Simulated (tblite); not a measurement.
Compound: C5H11GeNSi.
Numbering: `[CH:1]#[C:2][Ge@@H:3]([CH2:4][CH:5]=[CH2:6])[NH:7][SiH3:8]` (hydrogens: H9 on C1; H10 on Ge3; H11, H12 on C4; H13 on C5; H14, H15 on C6; H16 on N7; H17, H18, H19 on Si8)

Computed with GFN2-xTB (tblite), gas phase: L-BFGS steps from a force-field or distance-geometry start until the largest atomic force falls under 0.01 eV/Å.

Geometry at step 1:
```
atom  x, y, z in Å
C1      0.0223    3.6066    0.3282
C2     -0.2350    2.4791    0.0069
Ge3    -0.6097    0.6801   -0.4777
C4      1.0465   -0.1775   -1.0978
C5      2.0863   -0.1259   -0.0170
C6      2.0382   -0.8847    1.0613
N7     -1.3362   -0.2211    0.9845
Si8    -2.0225   -1.7448    0.4050
H9      0.2331    4.6013    0.6051
H10    -1.6436    0.6932   -1.6278
H11     1.3886    0.3616   -1.9866
H12     0.8290   -1.2209   -1.3697
H13     2.9308    0.5501   -0.1506
H14     1.2215   -1.5824    1.2175
H15     2.8148   -0.8271    1.8091
H16    -2.0931    0.3465    1.3613
H17    -0.9712   -2.6089   -0.1519
H18    -3.0282   -1.4714   -0.6451
H19    -2.6814   -2.4446    1.5145
```

**Question.** What forces act on the atoms?

**Answer.** 
```tsv
atom	Fx (eV/Å)	Fy (eV/Å)	Fz (eV/Å)
C1	0.018	0.265	0.083
C2	-0.125	-0.087	0.069
Ge3	-0.271	0.035	-0.121
C4	0.393	-0.154	0.062
C5	0.151	-0.059	-0.290
C6	-0.036	-0.145	0.132
N7	-0.554	-0.343	-0.702
Si8	-0.085	0.050	0.215
H9	0.030	-0.011	-0.015
H10	0.121	0.130	0.135
H11	0.001	-0.183	0.059
H12	0.104	0.315	0.014
H13	-0.302	-0.028	-0.066
H14	0.239	0.149	0.054
H15	-0.156	-0.099	0.014
H16	0.306	-0.116	0.208
H17	-0.028	0.189	0.075
H18	0.081	-0.133	0.057
H19	0.113	0.226	0.015
```

The largest, 0.96 eV/Å, acts on N7; the rms over all components is 0.196 eV/Å. The forces sum to zero within rounding, as they must for an isolated molecule in no field.

**Question.** Give the force on N7 in Eh/bohr and in nN.

**Answer.** 0.958 eV/Å ÷ 51.422 = 0.01863 Eh/bohr, and 0.958 eV/Å × 1.602 = 1.53 nN.

**Question.** How far is this geometry from the end of the optimisation?

**Answer.** 0.324 eV above it, and 0.459 Å rms away after alignment. The bonds farthest from their final lengths, with half the difference of the two atoms' forces along the bond (positive lengthens):

```csv
bond,now (Å),final (Å),force along bond (eV/Å)
Ge3–N7,1.865,1.824,-0.08
Ge3–C4,1.965,2.005,+0.29
N7–Si8,1.769,1.729,-0.41
Ge3–H10,1.547,1.513,-0.23
C4–C5,1.501,1.484,-0.21
Si8–H18,1.479,1.463,-0.02
```

The angle farthest from its final value is Ge3–N7–Si8, 108.1° against 125.2°.

Of the 6 listed bonds off by 0.010 Å or more, this force points towards the final length in 6.

The cost below is that of the whole relaxation. Hardware: one thread of an Arm Neoverse V1, no GPU (shared host). Cost: 1.2 s.
